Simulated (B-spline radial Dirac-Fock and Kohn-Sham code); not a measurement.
# Binding energies of Al⁸⁺ at several levels of theory

System: Al⁸⁺, 1s2 2s2 2p1.

The density-functional columns are spherical, spin-unpolarised Dirac-Kohn-Sham results without Breit or QED terms: −ε is minus the orbital energy of the initial state and ΔSCF the difference of two total energies. The reference in the last column comes from relaxed Dirac-Fock hole states (ΔSCF) with Breit and QED corrections and a finite nucleus. All numbers are from a B-spline atomic structure program, in eV; a selection of levels is shown. The Kohn-Sham columns are given as differences from the reference.

| level | LDA −ε − DF | LDA ΔSCF − DF | Dirac-Fock |
| --- | --- | --- | --- |
| K (1s) | -82.1 | +6.7 | 1887.5 |
| L1 (2s) | -17.3 | +3.3 | 350.5 |
| L2,3 (2p) | -25.1 | -1.6 | 330.1 |

Values without a named source are computed, but for edge energies of neutral atoms, which are taken from tables.
